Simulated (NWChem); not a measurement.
Species: C₃H₃N₂, doublet; SMILES [c]1ccn[nH]1

Program: NWChem. Pople sets run with spherical d functions. Spin-unrestricted. In the optimisation the excess spin sits in a' (Cs, its own frame). Coordinates come from a PBE-D3(BJ)/def2-SVP, spin-unrestricted optimisation. No stability test was run on the SCF state.

For level CAM-B3LYP/3-21G:

```yaml
highest occupied level (eV): -8.23
lowest empty minus highest occupied level, either spin (eV): 6.41
```

Task: Estimate the same quantities for level CAM-B3LYP/6-31+G*.

Result: highest occupied level (eV): -8.55
lowest empty minus highest occupied level, either spin (eV): 6.12
